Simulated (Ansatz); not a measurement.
The same path of BF2HO + H2S (8 atoms, charge 0, multiplicity 1) was run twice with different band settings. Lost on the way: B1–O2, S6–H8. Made: B1–S6, O2–H8.

These are results of RHF/def2-SVP in Ansatz, not measurements.

Relaxed end points:

```xyz
8
Properties=species:S:1:pos:R:3
B -0.018 -0.426 0.240
O -0.595 -1.077 1.249
H -1.534 -1.153 1.185
F 1.279 -0.249 0.233
F -0.706 -0.002 -0.798
S -0.113 2.672 1.666
H 0.703 3.051 0.679
H 0.876 2.213 2.437
```

```xyz
8
Properties=species:S:1:pos:R:3
B 0.142 0.771 -0.110
O -0.348 -0.326 2.066
H -0.854 -1.118 1.960
F 1.264 0.110 -0.223
F -0.955 0.235 -0.593
S 0.103 2.515 0.422
H 1.396 2.605 0.738
H -0.857 0.236 2.632
```

Common settings: climbing image yes; spring 5.0 eV/Å²; optimiser quadratic models (default); start path through a guess of the saddle point; force threshold 0.05 eV/Å; iteration limit 60; end points relaxed.

| run | movable images |
| --- | --- |
| 1 | 5 |
| 2 | 1 |

(1) What does each run give, and how far can it be trusted?

Answers

(1) Run 1: converged after 25 iterations, highest image 2.081 eV above the first end. Neighbouring images differ by up to 1.8 eV, so the band resolves the path poorly. A vibrational analysis at the climbing image gives one clearly imaginary mode, 1764i cm⁻¹: a first-order saddle point.
Run 2: converged after 37 iterations, highest image 2.081 eV above the first end. Neighbouring images differ by up to 2.1 eV, so the band resolves the path poorly. Another band between the same ends (5 images) ends at a top of the same energy, where a vibrational analysis finds 1 clearly imaginary mode. So few images can step over the top or miss a turn of the path.
The orbitals stay closed-shell, which can raise the energy where a bond breaks towards radicals; this wasn't checked here.
